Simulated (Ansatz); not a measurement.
Ansatz (a first-principles code) input for C3H7FOSi, SMILES C(=O)C[SiH2]CF, PBE/def2-SVPD. Coordinates come from a PBE0-D3(BJ)/def2-SVP optimisation. The structure was generated by enumeration, and PubChem lists no compound with its InChIKey, so it may never have been made. Other conformers were not sampled.

Ansatz 0.2 input:
```yaml
crystal:
  periodic: [false, false, false]
  atoms:
    - {symbol: O, position_ang: [2.55629583, 1.29649898, -0.11852199]}
    - {symbol: C, position_ang: [1.80735674, 0.70272142, 0.61054205]}
    - {symbol: C, position_ang: [1.33687970, -0.69862576, 0.39463375]}
    - {symbol: Si, position_ang: [-0.32580595, -0.76520396, -0.53190831]}
    - {symbol: C, position_ang: [-1.63136014, 0.24669744, 0.40976006]}
    - {symbol: F, position_ang: [-2.84420257, 0.14305541, -0.23912327]}
    - {symbol: H, position_ang: [1.37962849, 1.20609049, 1.52000523]}
    - {symbol: H, position_ang: [1.20112610, -1.21694371, 1.35821935]}
    - {symbol: H, position_ang: [2.07059735, -1.24353665, -0.22067153]}
    - {symbol: H, position_ang: [-0.77224150, -2.18630380, -0.61375067]}
    - {symbol: H, position_ang: [-0.16003567, -0.20628833, -1.90328852]}
    - {symbol: H, position_ang: [-1.34400706, 1.31240022, 0.46913482]}
    - {symbol: H, position_ang: [-1.74358575, -0.11681184, 1.44773769]}
basis:
  gaussian:
    orbitals: def2-SVPD
hamiltonian:
  xc: {name: PBE}
```

Program output:

```
WARN ansatz: RAYON_NUM_THREADS=2 ignored (pool sized by the plan → 2); use --threads N
Functional definition: PBE
integrals: 0.13 GiB planned
1553 factors; their error is unknown
mean field: 0.85 GiB planned
mean field evaluation 1: about -15834.8477 eV, gradient 6.8e1 eV
mean field evaluation 2: about -15800.2305 eV, gradient 1.4e2 eV
mean field evaluation 4: about -15845.0445 eV, gradient 9.2e0 eV
mean field evaluation 8: about -15845.2385 eV, gradient 3.4e-1 eV
mean field evaluation 16: about -15845.1610 eV, gradient 2.1e-3 eV
mean field -15845.16103582 eV, -582.2989278304 hartree, gradient 3.7e-5 eV, S^2 0.000000; 0 other end points of the search recorded, 0 dependent functions left out
reference -15845.16109166 eV, -582.2989298827 hartree; 28, 28 occupied and 158, 158 virtual orbitals, 1553 factors
Total energy: -15845.16109166 eV, -582.2989298827 hartree
```

The run converged.
